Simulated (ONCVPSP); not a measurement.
**Te (Z = 52): one change to an ONCV potential, before and after**

tellurium, optimised norm-conserving Vanderbilt (ONCV), made with ONCVPSP 4.0.1 (PBEsol, scalar-relativistic). Core [Kr] 4d10, reference 5s1.75 5p4.25. Waves: 5s: rc 1.95 bohr, ncon 3, nbas 8, qcut 3.1 1/bohr, 2 projectors, debl 1.3 Ha; 5p: rc 2.15 bohr, ncon 4, nbas 8, qcut 3.1 1/bohr, 2 projectors, debl 1.3 Ha; d scattering state at 0.05 Ha: rc 1.95 bohr, ncon 3, nbas 7, qcut 4.5 1/bohr, 3 projectors, debl 0.7 Ha. Local part: polynomial inside 1.30 bohr (lpopt 5, dvloc0 6 Ha). Core correction: Teter function, fcfact 3, rcfact 1.4.

Change: fully relativistic.

Cutoffs: the cutoffs (Ha) at which the residual kinetic energy of the hardest occupied pseudo-wave falls to 1 and 0.1 mHa per electron; they do not see the model core or the augmentation charge, which bear on the density cutoff. Errors are all-electron minus pseudo energies relative to the spin-unpolarised reference configuration.

Q: Predict the effect on cutoff, ghosts and configuration errors.

A: The potential gets neither clearly harder nor softer (26 Ha and 61 Ha → 26 Ha and 61 Ha); both files keep a bound ghost (d); of the 4 tests that both files solve, the error grows in 0 and shrinks in 2 by more than 15 % and 0.3 meV (median size 26.9 → 22.1 meV).

| quantity | base | changed |
| --- | --- | --- |
| cutoff, loose | 26 Ha | 26 Ha |
| cutoff, tight | 61 Ha | 61 Ha |
| loose cutoff by channel | s 26 Ha, p 12 Ha | s 26 Ha, p 12 Ha |
| bound ghosts | d | d5/2, d3/2 |
| GHOST(+) flags under 300 eV | s at 47.5 eV, p at 117.0 eV | s at 47.3 eV, p3/2 at 115.0 eV, p1/2 at 120.6 eV |
| error for 5s2 5p4, meV [ΔE -2.30 → -2.29 eV] | -1.6 | -1.8 |
| error for 5s2 5p3, meV [ΔE 7.45 → 7.48 eV] | -8.1 | -5.6 |
| error for 5s2 5p2, meV [ΔE 25.42 → 25.47 eV] | -46 | -39 |
| error for 5s2 5p1, meV [ΔE 52.38 → 52.46 eV] | -162 | -148 |
| s: phases at 1.98 bohr within 0.05 rad from the reference energy up to (Ha; the scan ends near 5) | 1.7 | 1.7 |
| rms error of d²Exc/dni dnj with the model core, mHa | 0.41 | 4.39 |

Changed file: The cutoffs count occupied waves only; projector 3 of the d channel, the hardest unoccupied one, needs 83 Ha at the loose tolerance. A true bound ghost makes a file unfit for plane-wave use even where its test errors are small: the radial tests pick states by their node count and pass the ghost by.
